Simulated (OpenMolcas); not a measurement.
Cu3+, Ag3+, Au3+: d8 down the group

```
Program             : OpenMolcas 26.06
Method              : SS-CASPT2, IPEA 0.25 Eh, imaginary shift 0.1 Eh
Basis               : ANO-RCC-VTZP
Scalar Hamiltonian  : DKH2, point nucleus
Spin-orbit coupling : RASSI with atomic mean-field integrals over the reference wave functions, term energies averaged over their components
```

Active space for each ion: 8 electrons in 10 orbitals (d d); closed shells correlated by CASPT2: Cu3+ 3s 3p; Ag3+ 4s 4p; Au3+ 5s 5p.

Computed levels in cm-1 above 3F4:

| Level | Cu3+ | Ag3+ | Au3+ |
| --- | --- | --- | --- |
| 3F3 | 1809 | 3990 | 12480 |
| 3P2 | 19970 | 12110 | 18870 |
| 3P1 | 20350 | 16340 | 22760 |
| 3P0 | 20680 | 16560 | 19000 |
| 1G4 | 27510 | 21310 | 26620 |
| 1S0 | 62390 | 48520 | 56540 |
| weight of 3F in the lowest level (%) | 100 | 99 | 95 |

Mixed levels, with the weight of the term that names them: Ag3+ 3P2 (53 %), Au3+ 3P2 (51 %).

Measured, with the error of the calculation in %. Measured levels: Cu3+ from Sugar and Musgrove, J. Phys. Chem. Ref. Data 19, 527 (1990); Ag3+ from the list in Gamrath, thesis, University of Mons (2023); Au3+ from Zainab et al., Astrophys. J. Suppl. Ser. 267, 12 (2023).

| Level | Cu3+ | Ag3+ | Au3+ |
| --- | --- | --- | --- |
| 3F3 | 1861 (-2.8) | 4172 (-4.4) | 12294 (+1.5) |
| 3P2 | 19697 (+1.4) |  |  |
| 3P1 | 20097 (+1.3) | 15900 (+2.8) | 21490 (+5.9) |
| 3P0 | 20423 (+1.3) | 16092 (+2.9) | 18185 (+4.5) |
| 1G4 | 26913 (+2.2) | 20570 (+3.6) | 25702 (+3.6) |
| 1S0 | 61456 (+1.5) | 47139 (+2.9) | 55278 (+2.3) |

The fine-structure level 3F3 changes by a factor of 6.9 from Cu3+ to Au3+.

Without spin-orbit coupling 3P lies 18530, 12340, 10240 cm-1 above 3F in that order; the difference to the level 3P2, of either sign, comes from spin-orbit coupling, which also lowers the zero.

Term energies are means over components that CASPT2 splits; among the terms shown or strongly mixed into the levels shown the widest spread is 630 cm-1 (3d8 1G, Cu3+). Active for correlation alone: 4d; no level in the range computed is led by a configuration that fills it, so any true level of that kind is missing (holds for Cu3+). Active for correlation alone: 5d; no level in the range computed is led by a configuration that fills it, so any true level of that kind is missing (holds for Ag3+). Active for correlation alone: 6d; no level in the range computed is led by a configuration that fills it, so any true level of that kind is missing (holds for Au3+). Measured partners are found by configuration, term and J. A level has none where our copy of the source lacks it or the pairing is in doubt (some pairs that miss far off the trend of their configuration count as doubtful), and it then counts in no deviation. Levels of configurations outside the active space are missing.
